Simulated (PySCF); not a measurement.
In(OH)(SH)2 (H3InOS2), SMILES [OH][In]([SH])[SH]. The structure is a stationary point at B3LYP-D3(BJ)/def2-SVP. The structure was generated by enumeration; whether it is a known compound was not checked. The def2 effective core potentials stand for the cores of In; spin–orbit coupling is left out. The values are those of a single conformer.

### Question
Give the equilibrium geometry at B3LYP-D3(BJ)/def2-SVP (PySCF confirms it by a frequency run) as Cartesian coordinates in Å, and its point group. (An estimate is asked for; the answer gives what the named calculation found.)

### Answer
This is not unique; one that fits is point group Cs.
```xyz
7

In     0.2293    -0.0049     0.0000
O      2.2343    -0.0168     0.0000
H      2.6119     0.8741     0.0000
S     -1.0342     2.0649     0.0000
H      0.0806     2.8346     0.0000
S     -0.8241    -2.1711     0.0000
H     -2.0684    -1.6358     0.0000
```
